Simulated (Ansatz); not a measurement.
Species: C4H5GeO, charge 0, multiplicity 2. It need not be the lowest isomer of its formula. 
Structure (B3LYP-D3(BJ)/def2-TZVP (Ansatz, a first-principles code) minimum search):
SMILES: [GeH3][c]1cc[c]o1
```xyz
11

Ge     1.5068     0.1617     0.0510
C     -0.4266     0.0409    -0.0151
C     -1.4289     0.9620    -0.0575
C     -2.6862     0.2629    -0.0954
C     -2.3184    -1.0382    -0.0719
O     -1.0112    -1.2341    -0.0249
H      1.8426     1.6600     0.0503
H      2.0391    -0.5052     1.3289
H      2.1260    -0.5258    -1.1758
H     -1.2964     2.0319    -0.0617
H     -3.6795     0.6711    -0.1332
```
Charge 0, spin multiplicity 2.

Wanted: atomisation energy (electronic, to ground-state atoms), in eV. Valence correlation only, unless marked. UHF or UKS for open shells. Spin-orbit coupling is left out. Frozen are the shells of the preceding noble gas and the d and f shells that filled before the atom's block. Non-relativistic. The coupled-cluster limit lacks core correlation, which all-electron functionals hold. Basis-set limits of correlation are two-point, X^-3; Hartree-Fock from the larger set.

The UHF reference is spin-contaminated (<S^2> 0.34 over the pure value in the largest basis). 

```
level                                program  atomisation energy (eV)
----------------------------  --------------  -----------------------
PBE-D3(BJ)/def2-TZVPD         Ansatz + dftd3                      [?]
PBE0/6-31G*                           Ansatz                    45.74
PBE0/def2-SVP                         Ansatz                      [?]
BHLYP/def2-TZVPD                      Ansatz                    43.31
r2SCANh-D4/def2-TZVPD         Ansatz + dftd4                      [?]
HSE06/def2-TZVPD                      Ansatz                    45.90
CAM-B3LYP-D3(BJ)/def2-TZVPD   Ansatz + dftd3                    45.58
CAM-B3LYP/def2-TZVPD                  Ansatz                    45.36
B2GP-PLYP-D3(BJ)/def2-TZVPD   Ansatz + dftd3                    44.91
B2PLYP-D3(BJ)/def2-TZVPD      Ansatz + dftd3                    45.06
RPA@PBE/cc-pVTZ                       Ansatz                    41.53
SCS-MP2/STO-3G                        Ansatz                    46.17
SCS-MP2/6-31G*                        Ansatz                    41.00
SCS-MP2/cc-pVDZ                       Ansatz                    41.55
CCSD/STO-3G                           Ansatz                    47.44
CCSD/cc-pVQZ                          Ansatz                    43.70
CCSD(T)/CBS(cc-pVTZ,cc-pVQZ)          Ansatz                      [?]
```

### Question
Some entries are withheld; supply them.

### Answer

- PBE-D3(BJ)/def2-TZVPD, atomisation energy (eV): 47.23
- PBE0/def2-SVP, atomisation energy (eV): 46.48
- r2SCANh-D4/def2-TZVPD, atomisation energy (eV): 45.61
- CCSD(T)/CBS(cc-pVTZ,cc-pVQZ), atomisation energy (eV): 45.24
